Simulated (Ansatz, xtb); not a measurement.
# Relative energy of two structures of CHBrSi

Structure a: a triplet given by its coordinates. Structure b: a singlet given by its coordinates. Both are isolated molecules in the gas phase, relaxed with B3LYP-D4/def2-TZVP.

a (Å):

```yaml
atoms:
  - { symbol: C, position_ang: [0.3317, 0.8657, 1.4414] }
  - { symbol: Br, position_ang: [0.8531, 0.2072, 3.1471] }
  - { symbol: Si, position_ang: [-1.2879, 1.6826, 1.0979] }
  - { symbol: H, position_ang: [1.1415, 0.6731, 0.7430] }
```

Close contacts (Å): C1–Br2 1.90, C1–Si3 1.85, C1–H4 1.09.

b (Å):

```yaml
atoms:
  - { symbol: C, position_ang: [0.2137, -1.0007, 0.0032] }
  - { symbol: Br, position_ang: [-1.0354, 2.0030, 1.2144] }
  - { symbol: Si, position_ang: [0.1753, 0.6567, -0.0571] }
  - { symbol: H, position_ang: [0.6615, -1.8754, -0.4435] }
```

Close contacts (Å): C1–Si3 1.66, Br2–Si3 2.21, C1–H4 1.08.

Problem. Which of the two would you expect CCSD(T)/def2-TZVPP electronic energies to favour?

Solution. Structure b; the calculation gives E(b) − E(a) = −23.2 kcal/mol.

Level by level:

```tsv
level	geometry	E(b) − E(a) (kcal/mol)	departure from the last row (kcal/mol)	job, with rough time for the two
HF/STO-3G	GFN2-xTB	+53.0	+76.1	single point, 1 s
r2SCAN-D4/def2-SVP	GFN2-xTB	−9.6	+13.6	single point, 5.2 s
B3LYP-D4/def2-TZVP	B3LYP-D4/def2-TZVP	−14.5	+8.7	optimisation, 84 s
HF/def2-TZVPP	B3LYP-D4/def2-TZVP	+8.8	+31.9	part of the CCSD(T) run
MP2/def2-TZVPP	B3LYP-D4/def2-TZVP	−20.5	+2.7	part of the CCSD(T) run
CCSD(T)/def2-TZVPP	B3LYP-D4/def2-TZVP	−23.2		single point, 2.4 min
```

HF/STO-3G, HF/def2-TZVPP put the two in the other order. The largest departure from CCSD(T)/def2-TZVPP is that of HF/STO-3G, 76.1 kcal/mol. The triplet state of a needn't be its ground state.

With harmonic frequencies from B3LYP-D4/def2-TZVP (ideal gas, rigid rotor, one conformer each, 400 K, 1 atm): the zero-point term adds −0.3 kcal/mol; ΔH is −23.3 and ΔG −22.7 kcal/mol.

The T1 diagnostic of structure b is large, so the coupled-cluster value is less sure. Open shells are spin-unrestricted. The correlated steps freeze 15 core orbitals; the filled d shell of Br is correlated, in a basis made for valence electrons. ΔG holds the spin degeneracy. Programs: Ansatz 0.2.0, xtb 6.7.1; the last row on 2 threads of Arm Neoverse N1 on a shared host.
